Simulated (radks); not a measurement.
The osmium ion Os43+, configuration [Ar] 3d10 4s2 4p3. All-electron calculation, Dirac Kohn-Sham, PBE, spin-unpolarised, spherical densities, finite nucleus; open shells are shared between the two j in proportion to 2j + 1; Fermi nuclear charge, rms radius 5.4126 fm. Program: a radial shooting solver on a logarithmic mesh with Libxc functionals. Some entries of the table are withheld. Estimate them.

orbital,occ.,eigenvalue (hartree),<r^2> (bohr^2),r(max) (bohr)
1s1/2,2,-2786.667,0.0004336,0.01103
2s1/2,2,-547.8254,(1),0.06357
2p1/2,2,-528.0846,0.004670,0.04707
2p3/2,4,-471.6713,0.005857,0.05410
3s1/2,2,-182.7098,0.04158,0.1777
3p1/2,2,-174.0427,0.03790,0.1660
3p3/2,4,-161.2930,0.04384,0.1799
3d3/2,4,-147.0715,0.03349,0.1402
3d5/2,6,-144.2743,0.03509,0.1440
4s1/2,2,(2),0.1647,0.3779
4p1/2,1,-82.96301,0.1624,0.3729
4p3/2,2,-78.79406,0.1800,0.3949
4d3/2,0,-72.87800,0.1702,0.3769
4d5/2,0,-71.96827,0.1751,0.3830
5s1/2,0,-50.56192,0.4667,0.6693

Answer. 
(1) 2s1/2 <r^2> (bohr^2): 0.006567
(2) 4s1/2 eigenvalue (hartree): -86.69357
